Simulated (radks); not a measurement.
Species: Sb8+. Configuration: [Kr] 4d7. Method: non-relativistic Kohn-Sham, PBE, spin-polarised, spherical densities, point nucleus; open shells are filled with parallel spins first (spin-orbit coupling, left out, can overturn this in heavy ions); relativity is left out, which matters for an element this heavy; computed with a radial shooting solver on a logarithmic mesh with Libxc functionals.

Radial electron density D(r) = 4 pi r^2 rho(r):

r (bohr)  D(r) (e/bohr)   spin D(r)
0.00144           2.102  -0.0000295
0.00186           3.361  -0.0000472
0.002403          5.306  -0.0000744
0.003104          8.243   -0.000116
0.004009          12.54   -0.000176
0.005179          18.58   -0.000260
0.00669           26.59   -0.000371
0.008573          36.08   -0.000502
0.01107           46.80   -0.000648
0.01431           56.61   -0.000768
0.01848           62.91   -0.000780
0.02387           63.70   -0.000430
0.03083           59.75     0.00120
0.03983           56.19     0.00733
0.05145           59.95      0.0279
0.06646           72.14      0.0880
0.08585           82.61       0.235
0.1109            78.61       0.521
0.1433            64.24       0.921
0.1851            59.72        1.21
0.239             67.91       0.999
0.3088            63.38       0.293
0.3989            38.79      0.0301
0.5111            21.93        1.21
0.6603            22.52        3.30
0.8529            21.74        4.02
1.102             12.09        2.68
1.423             3.677       0.978
1.838            0.5895       0.183
2.375           0.04379      0.0150
3.068          0.001187    0.000413

D(r) has 4 maxima, at r = 0.0217, 0.0923, 0.261, 0.744 bohr, and minima at 0.0408, 0.174, 0.563 bohr, inside which lie 2.00, 11.32, 29.06 electrons.
